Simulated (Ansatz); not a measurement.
CdF2, relaxed as a singlet with RKS PBE0-D4/def2-TZVP in Ansatz, starting from the GFN1-xTB geometry. Force threshold 0.02 eV/Å.

In the def2 sets Cd takes a core potential; there is no spin–orbit coupling.

Start:

```xyz
3

Cd    0.001    0.011    0.008
F     1.783   -0.372    0.279
F    -1.784    0.361   -0.287
```

Question: Estimate the energy that the relaxation releases and the steps that it takes.

Answer: 0.15 eV, in 4 steps; 3.8 s on 4 threads of Arm Neoverse V1 on a shared host. No frequencies were taken in this run, so the end may be a saddle point.

Question: Does the start keep its bonding and symmetry?

Answer: By distances, no bond broke or formed. The bond that changes most is Cd1–F3, from 1.84 to 1.92 Å (atoms count from 1). Point group D∞h at the start, D∞h at the end, both within 0.05 Å.

Question: Predict the relaxed structure.

Answer: 
```xyz
3

Cd    0.0000    0.0000    0.0000
F     1.8599   -0.3818    0.2953
F    -1.8599    0.3818   -0.2953
```
Bond lengths: 2 × Cd–F 1.92 Å.
